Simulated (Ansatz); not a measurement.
## Pulling the pair apart

The pair of K⁺ (SMILES [K+], atom 1) and Si$_{2}$H$_{6}$ (SMILES [SiH3][SiH3], atoms 2–9), both closed shells, in one local arrangement (a lower one may exist), relaxed at PBE0-D4/def2-TZVP:

K1  (-0.540, 0.312, -4.227)
Si2  (-0.399, -0.304, 1.619)
Si3  (0.539, 0.216, -0.460)
H4  (-1.811, -0.698, 1.385)
H5  (0.369, -1.428, 2.207)
H6  (-0.327, 0.903, 2.475)
H7  (-0.235, 1.303, -1.152)
H8  (0.445, -0.948, -1.407)
H9  (1.960, 0.643, -0.440)
(Å)

Si$_{2}$H$_{6}$ is shifted rigidly along the line between the mean atom positions of the two fragments (negative: closer). Counterpoise interaction energies in kJ/mol. Computed with Ansatz 0.2.0 (basis: def2-TZVPPD); correlated methods freeze the cores. The outer core shell of Li, Na, Mg and K is correlated. The def2 sets are not built for correlating such inner shells, so the correlated values are less sure here.

```csv
shift (Å),PBE0-D4,MP2,PBE-D4
-0.39,-35.9,-32.6,-37.2
-0.20,-35.0,-31.3,-36.4
0.00,-37.8,-28.7,-39.6
0.20,-35.1,-25.6,-36.8
0.47,-29.7,-21.5,-31.0
0.98,-21.0,-15.4,-21.5
1.96,-10.8,-8.7,-10.8
3.92,-3.9,-3.9,-3.9
```

Q: What does CCSD(T) give at these shifts? (An estimate is asked for; the value comes from the calculation.)

A: The calculation gives: -32.1, -31.0, -28.4, -25.4, -21.3, -15.2, -8.6, -3.8 kJ/mol. For zero shift, CCSD(T) at an estimated basis limit (MP2 extrapolated from triple and quadruple zeta, plus CCSD(T) − MP2 in triple zeta) gives -29.7 kJ/mol. These are counterpoise interaction energies, counted from the two frozen fragments.

The T1 diagnostic stays at or below 0.011.

For scale, one of the runs: CCSD(T)/def2-TZVPPD, 234 basis functions, launched by `ansatz run in.yaml --threads 4 --pin off --events-out ev --progress --plain --max-ram 9574MiB`. Hardware: 4 CPU threads of an Arm Neoverse V1, shared host. Wall time 55 s; peak host memory 3.8 GiB.
